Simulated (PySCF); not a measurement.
# Os⁻ (osmium, charge -1) across methods

[Xe] 4f14 5d7 6s2, high-spin 4F determinant. Computed with PySCF 2.14 in aug-cc-pVTZ-PP with ECP60MDF (6s6p5d3f2g, 88 functions), with a scalar-relativistic core potential. The B2PLYP total includes its PT2 part (frozen core); its orbital energies are those of the SCF part.

```tsv
method	E (hartree)	mean ε 5d α (eV)	mean ε 6s β (eV)	mean ε 5d β (eV)	Σ⟨r²⟩ (bohr²)	⟨S²⟩
PBEsol	-90.7247	0.593	0.701	2.046	79.60	3.787
UHF	-90.04794	-4.872	-0.217	-2.350	93.37	3.959
B2PLYP	-90.6236	-1.927	-0.045	-0.115	82.04	3.797
LDA	-90.6693	0.524	0.474	1.990	79.28	3.780
PBE0	-90.8120	-0.684	0.284	0.934	79.64	3.790
B97-3	-90.8348	-0.675	0.331	0.857	80.66	3.778
r2SCAN	-90.8653	0.234	0.680	1.925	79.60	3.818
CAM-B3LYP	-90.7683	-1.787	-0.687	-0.280	79.26	3.775
PBE	-90.8642	0.573	0.721	1.963	80.39	3.786
```

Energies and moments cover only the electrons outside the core potential. Spin-orbit coupling, absent here, splits the open shell strongly. ⟨S²⟩ = 3.96 against 3.75 shows spin contamination. The outer electron is barely bound at this level, so radii and moments hang on the diffuse functions.

The highest occupied level is positive at PBEsol, LDA, PBE0, B97-3, r2SCAN, PBE: only the finite basis holds that electron, which in a density functional comes from self-interaction.
